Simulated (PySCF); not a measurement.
C4HO3 (charge -1).
SMILES with atom numbers: `[O:1]=[CH:2][C:3]#[C:4][C:5](=[O:6])[O-:7]` (hydrogens: H8 on C2)

Cartesian coordinates in Å at the PBE0-D3(BJ)/def2-SVP level; atoms count from 1:
```xyz
8
C4HO3 angstrom
O      2.797   -0.881   -0.182
C      2.034   -0.202    0.480
C      0.621   -0.121    0.359
C     -0.599    0.020    0.313
C     -2.100    0.203    0.261
O     -2.461    1.091   -0.520
O     -2.722   -0.560    1.008
H      2.440    0.460    1.292
```

Linear response at CAM-B3LYP/def2-SVPD (PySCF, frozen core in the response, non-relativistic). Isolated species at its PBE0-D3(BJ)/def2-SVP geometry, gas phase. The geometry's basis has no diffuse functions, a weakness for an anion.

Static isotropic polarisability: 71.56 au (10.60 Å³), principal values 46.7, 54.1, 114.0 au.

(1) What is the polarisability at 1064 nm and at the sodium D line?

(2) What is the isotropic C6 coefficient between two such ions, C6 = (3/π)∫α(iω)² dω?

(3) Which effective excitation energy ω̄ makes London's formula C6 = (3/4)α²ω̄ exact here?

(4) What three-body coefficient follows from the one-pole estimate C9 = (3/4)·α·C6?

(5) How many electrons N does the Slater–Kirkwood formula C6 = (3/4)·√N·α^(3/2) need to give this C6?

(6) What does −C6/R⁶ come to at R = 10 Å between centres?

(7) How anisotropic is the static polarisability, by Δα² = ½[(α1 − α2)² + (α2 − α3)² + (α3 − α1)²]?

## Answers

(1) 72.88 au at 1064 nm (+1.8 %), 76.33 au at 589.3 nm (+6.7 %). The rise at 589.3 nm is 3.62 times that at 1064 nm; a pure ω² law gives 3.26. The lowest singlet lies at 298 nm, shorter than both wavelengths.

(2) 1715 au (Eh·bohr⁶) by a ten-point quadrature over imaginary frequencies, which is 1020 eV·Å⁶ or 98.9 J·nm⁶/mol.

(3) ω̄ = 4·C6/(3α²) = 0.446 Eh = 12.1 eV. A one-pole form α(ω) = α/(1 − ω²/ω̄²) fitted to the 1064 nm value gives 8.7 eV.

(4) 92000 au. This is an estimate from the two numbers above, not a computed integral.

(5) N = (4·C6/3)²/α³ = 14.3; the species has 50 electrons in all.

(6) -99 J/mol. This is the leading, orientation-averaged term; C8 and higher terms are left out. The Coulomb repulsion of the two net charges at that distance is 139 kJ/mol.

(7) Δα = 63.9 au, or 0.89 of the isotropic value.
